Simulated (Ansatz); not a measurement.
```yaml
crystal:
  periodic: [false, false, false]
  atoms:
    - {symbol: B, position_ang: [0.488125, 1.318328, -0.632235]}
    - {symbol: B, position_ang: [0.660001, 0.236062, 0.454024]}
    - {symbol: C, position_ang: [0.736186, -0.882069, 1.475233]}
    - {symbol: Ga, position_ang: [-1.040661, 0.079862, -1.445164]}
    - {symbol: Cl, position_ang: [-2.570502, -0.798004, -0.154001]}
    - {symbol: H, position_ang: [-0.365189, 2.150063, -0.381726]}
    - {symbol: H, position_ang: [1.267564, 1.517852, -1.520013]}
    - {symbol: H, position_ang: [1.203016, -1.767963, 1.028928]}
    - {symbol: H, position_ang: [-0.278619, -1.171699, 1.770983]}
    - {symbol: H, position_ang: [1.305335, -0.600300, 2.364005]}
    - {symbol: H, position_ang: [-1.405256, -0.082132, -2.960044]}
basis:
  gaussian: {orbitals: pcseg-2}
hamiltonian: {xc: {name: B97}}
output: {forces: true}
```

```sh
$ ansatz run in.yaml --threads 4 --pin off --events-out ev --progress --plain --max-ram 10444MiB
```

It prints (some lines left out):

```
Functional definition: B97
  name "B97"
  cite "Becke, J. Chem. Phys. 107, 8554 (1997) doi:10.1063/1.475007"
  parameter cx = 0.1943
  parameter cx0 = 0.8094
  parameter cx1 = 0.5073
  parameter cx2 = 0.7481
  parameter css0 = 0.1737
  parameter css1 = 2.3487
  parameter css2 = -2.4868
  parameter cos0 = 0.9454
  parameter cos1 = 0.7471
  parameter cos2 = -4.5961
  exchange = spin_sum(e_x_unif_s*poly(b97_u_x, cx0, cx1, cx2)) + cx*exact_x
  correlation = spin_sum(e_c_pw_same_spin*poly(b97_u_same, css0, css1, css2))
      + integral(e_c_pw_opposite_spin*poly(b97_u_opposite, cos0, cos1, cos2))
1498 factors; their error is unknown
mean field evaluation 1: about -67376.3576 eV, gradient 6.4e1 eV
mean field evaluation 2: about -67374.2662 eV, gradient 6.5e1 eV
mean field evaluation 4: about -67386.1566 eV, gradient 4.0e0 eV
mean field evaluation 8: about -67386.2017 eV, gradient 7.6e-2 eV
mean field evaluation 16: about -67386.4394 eV, gradient 8.2e-4 eV
mean field -67386.43937347 eV, -2476.4059708058 hartree, gradient 1.9e-5 eV, S^2 0.000000; 0 other end points of the search recorded, 0 dependent functions left out
the calculation of the forces begins
reference -67386.43941155 eV, -2476.4059722053 hartree; 35, 35 occupied and 216, 216 virtual orbitals, 1498 factors
Total energy: -67386.43941155 eV, -2476.4059722053 hartree
Atom 0 at     0.488125     1.318328    -0.632235 Å, force     0.103107     0.174168     0.010764 eV/Å
Atom 1 at     0.660001     0.236062     0.454024 Å, force     0.057857     0.095229    -0.046415 eV/Å
Atom 2 at     0.736186    -0.882069     1.475233 Å, force     0.005185    -0.075876     0.076477 eV/Å
Atom 3 at    -1.040661     0.079862    -1.445164 Å, force    -0.003828    -0.034684    -0.233132 eV/Å
Atom 4 at    -2.570502    -0.798004    -0.154001 Å, force    -0.224622    -0.106118     0.119612 eV/Å
Atom 5 at    -0.365189     2.150063    -0.381726 Å, force     0.051063     0.003370    -0.012691 eV/Å
Atom 6 at     1.267564     1.517852    -1.520013 Å, force    -0.020272     0.007444     0.035729 eV/Å
Atom 7 at     1.203016    -1.767963     1.028928 Å, force     0.017170    -0.034237     0.009150 eV/Å
Atom 8 at    -0.278619    -1.171699     1.770983 Å, force     0.004414    -0.020815     0.033786 eV/Å
Atom 9 at     1.305335    -0.600300     2.364005 Å, force     0.013672    -0.009617     0.029855 eV/Å
Atom 10 at    -1.405256    -0.082132    -2.960044 Å, force    -0.003746     0.001136    -0.023135 eV/Å
Dipole moment:     0.484613    -0.219721     0.225063 e Å
```

Run time 17 s (4 threads of an Intel Xeon on a shared host); peak host memory 0.84 GiB.
